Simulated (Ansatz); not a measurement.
Computed with Ansatz on PBE0-D4/def2-TZVP structures; ΔE is electronic, products minus reactants. CCSD(T)/CBS is the MP2 limit (def2-TZVPP, def2-QZVPP) plus CCSD(T) − MP2 in def2-TZVPP, frozen cores. This one scheme is used for every species. For Ga outer-core shells are correlated without core-valence functions, which leaves a few kJ/mol of doubt a bond. Scalar relativity is left out up to krypton. One conformer a species, not always the lowest.

Reaction (redistribution): `S=CBS` + `[OH][Ga]([SH])[SH]` → `OBC=S` + `[SH][Ga]([SH])[SH]`

```
         level  ΔE (kcal/mol)
 HF/def2-TZVPP          -24.7
CCSD/CBS(def2)          -19.7
```

Q: What does CCSD(T)/CBS give? (An estimate is asked.)

A: Ansatz gave: -18.5 kcal/mol. The listed levels differ from it by -6.2, -1.2 kcal/mol.

Largest T1 diagnostic among the species: 0.017.

From PBE to PBE0 (25 % exact exchange), in def2-TZVPP and without D4, ΔE moves by −2.1 kcal/mol. In def2-TZVPP, CCSD(T) changes the Hartree–Fock value by +6.3 kcal/mol (the triples alone add +1.2 kcal/mol) and MP2 by +7.1 kcal/mol.
